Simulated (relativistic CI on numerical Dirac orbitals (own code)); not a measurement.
# Slater and spin-orbit integrals, Dy43+

Method of calculation: Dirac-Coulomb-Breit CI, orbitals from a KLI potential per configuration, model QED (radiative potential, 1s self-energy scaled to tabulated hydrogen-like ionisation energies), unscaled Slater integrals (own radial code, finite nucleus).

Slater integrals F^k, G^k are unscaled and averaged over j, outside the closed core [Ne]; ζ comes from projecting the Hamiltonian with its Breit term on Σ l·s of the shell.

- 3s2 3p6 3d5: F^2(3d,3d) = 520050, F^4(3d,3d) = 335780, ζ(3d) = 132940 cm⁻¹; <r>(3d) = 0.1963, <r^2>(3d) = 0.0447 (bohr units).
- 3s2 3p5 3d6: ζ(3p) = 998390, F^2(3d,3d) = 519180, F^4(3d,3d) = 335200, F^2(3p,3d) = 450730, G^1(3p,3d) = 481530, G^3(3p,3d) = 321080, ζ(3d) = 131720 cm⁻¹; <r>(3p) = 0.2197, <r^2>(3p) = 0.05584, <r>(3d) = 0.1966, <r^2>(3d) = 0.04483 (bohr units).
- 3s2 3p4 3d7: F^2(3p,3p) = 447610, ζ(3p) = 997640, F^2(3d,3d) = 518290, F^4(3d,3d) = 334590, F^2(3p,3d) = 450310, G^1(3p,3d) = 481530, G^3(3p,3d) = 320950, ζ(3d) = 130500 cm⁻¹; <r>(3p) = 0.2199, <r^2>(3p) = 0.05594, <r>(3d) = 0.1969, <r^2>(3d) = 0.04497 (bohr units).

Task: Give the Racah parameters of the d shell in 3s2 3p6 3d5.

Result: B = F²/49 − 5F⁴/441 = 6806 cm⁻¹ and C = 35F⁴/441 = 26649 cm⁻¹.

Averages of the first 10 configurations, taken without configuration mixing, which lowers the lowest level and can move excited configurations by several eV; other configurations of the list can lie among them:

```csv
Configuration,Parity,States,Average energy above the lowest level (eV)
3s2 3p6 3d5,even,252,92.6
3s2 3p5 3d6,odd,1260,462.3
3s2 3p4 3d7,even,1800,839.2
3s 3p6 3d6,even,420,778.4
3p6 3d7,even,120,1473.9
3s 3p5 3d7,odd,1440,1146.7
3s2 3p6 3d4 4s,even,420,1469.0
3s2 3p6 3d4 4p,odd,1260,1587.8
3s2 3p4 3d6 4s,even,6300,2198.1
3s2 3p5 3d5 4s,odd,3024,1829.9
```
